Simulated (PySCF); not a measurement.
Multinuclear NMR of C$_{4}$H$_{12}$P$_{2}$Si

Numbering as in the mapped SMILES `[CH3:1][C@H:2]1[CH2:3][CH2:4][Si:5]1([PH2:6])[PH2:7]`. Hydrogens are named by the atom that carries them. Ha(C3), Ha(C4) are cis to C1 on the ring; Hb(C3), Hb(C4) are trans to C1 on the ring.

- GFN2-xTB geometry
- NMR shieldings at PBE0/pcSseg-1/GIAO
- program: PySCF
- one averaged value for each set of equivalent atoms, relativity neglected, one conformer, isolated molecule

Question: Predict the 31P NMR data.

Answer: 
```tsv
atoms	environment	σ (ppm)	δ (ppm)
P7	phosphorus bonded to Si, 2 H	595.9	-223.5
P6	phosphorus bonded to Si, 2 H	610.0	-235.3
```

Shieldings were converted by a linear fit to measured shifts: 31P (scatter 18.1 ppm rms vs H3PO4, solution or neat liquid). Occasional misses reach two or three times the rms, and more in compound classes unlike the fitted ones.

On a 400 MHz spectrometer 31P resonates near 161.9 MHz, so 1 ppm is 161.9 Hz.

Question: Where does 29Si resonate?

Answer: 
```tsv
atoms	environment	σ (ppm)	δ (ppm)
Si5	silicon bonded to 2 C, 2 P, in a 4-membered ring	320.3	16.7
```

Shieldings were converted by a linear fit to measured shifts: 29Si (scatter 8.9 ppm rms, 25.8 ppm with the 6 outliers that the fit left out vs TMS, solution or neat liquid). Occasional misses reach two or three times the rms, and more in compound classes unlike the fitted ones.

On a 300 MHz spectrometer 29Si resonates near 59.6 MHz, so 1 ppm is 59.6 Hz.
